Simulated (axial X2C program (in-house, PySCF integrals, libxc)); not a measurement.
Outer orbitals of MoAs at 2.289 Å, HF

Calculated with an axial X2C code built on PySCF integrals. Spin-free means the one-electron spin-free X2C Hamiltonian; two-component (2c) means X2C with spin–orbit coupling and atomic mean-field two-electron Coulomb and Gaunt terms, so the difference of the two also holds small scalar two-electron terms. Basis: Mo dyall-v3z [11s12p9d3f2g], As dyall-v3z [9s9p6d1f] (cores contracted in-house); Gaussian nuclei, density fitting, unrestricted open shells. Masses: Mo 97.905 u, As 74.922 u.

The distance is close to the 2c PBE0 minimum; the highest filled and lowest empty levels are listed.

Spin-free orbitals, state M_S = 3/2, Λ = 0 (beyond evenly filled blocks: σα, δ+α, δ-α) (Löwdin shares):

```csv
symmetry,occupied,ε (eV),atomic character
σβ,yes,-21.27,"67% As s, 12% Mo p, 10% Mo d"
σα,yes,-17.03,"60% As s, 19% Mo d, 10% Mo p"
π-α,yes,-10.25,"92% Mo d, 5% As p, 2% As d"
π+α,yes,-10.25,"92% Mo d, 5% As p, 2% As d"
δ+α,yes,-10.18,100% Mo d
δ-α,yes,-10.18,100% Mo d
σα,yes,-9.62,"66% Mo d, 18% As p, 8% As s"
π+β,yes,-9.15,"74% As p, 13% Mo d, 6% Mo f"
π-β,yes,-9.15,"74% As p, 13% Mo d, 6% Mo f"
σβ,yes,-8.90,"78% As p, 9% Mo d, 5% Mo s"
σα,yes,-7.08,"52% Mo s, 37% As p, 4% Mo d"
π+α,no,0.14,"79% Mo p, 19% As p"
π-α,no,0.14,"79% Mo p, 19% As p"
σα,no,0.17,"46% Mo p, 25% Mo s, 19% As p"
σβ,no,0.28,"73% Mo s, 25% Mo p"
```

Spinors with spin–orbit coupling (state Ω = 3/2):

| ω | occupied | ε (eV) | atomic character | λ mixture |
| --- | --- | --- | --- | --- |
| -1/2 | yes | -21.26 | 67% As s, 12% Mo p, 10% Mo d | 100% σ |
| 1/2 | yes | -17.04 | 60% As s, 19% Mo d, 10% Mo p | 100% σ |
| -1/2 | yes | -10.31 | 92% Mo d, 5% As p, 2% As d | 100% π |
| -3/2 | yes | -10.28 | 100% Mo d | 100% δ |
| 3/2 | yes | -10.21 | 92% Mo d, 5% As p, 2% As d | 100% π |
| 5/2 | yes | -10.08 | 100% Mo d | 100% δ |
| 1/2 | yes | -9.63 | 65% Mo d, 18% As p, 8% As s | 100% σ |
| 1/2 | yes | -9.24 | 74% As p, 13% Mo d, 6% Mo f | 100% π |
| -3/2 | yes | -9.04 | 74% As p, 13% Mo d, 6% Mo f | 100% π |
| -1/2 | yes | -8.90 | 78% As p, 10% Mo d, 5% Mo s | 100% σ |
| 1/2 | yes | -7.08 | 52% Mo s, 37% As p, 4% Mo d | 100% σ |
| -1/2 | no | 0.12 | 78% Mo p, 20% As p | 100% π |
| 1/2 | no | 0.17 | 46% Mo p, 25% Mo s, 19% As p | 100% σ |
| 3/2 | no | 0.17 | 80% Mo p, 18% As p | 100% π |
| -1/2 | no | 0.28 | 73% Mo s, 25% Mo p | 100% σ |

Mulliken charges and populations of the two-component result (they depend on the basis, above all on diffuse functions):

Mo 0.24 e (s 8.74 p 18.09 d 14.90 f 0.02), As -0.24 e (s 7.88 p 15.30 d 10.04 f 0.01). ⟨Lz⟩ = 0.00 ħ and ⟨Sz⟩ = 1.50 ħ (2.58 and -1.08 on the two atoms), which add up to Ω.

The state is a single determinant with fixed occupations, the lowest that a limited PBE0 search found. With several unpaired electrons one determinant need not be a pure state. This is the top spin component of a Σ state; components of lower Ω are not single determinants and can lie lower. The determinant is spin-polarised beyond a pure state at some levels (its spin-free form has ⟨S²⟩ too high), which makes Re and μ there less reliable.
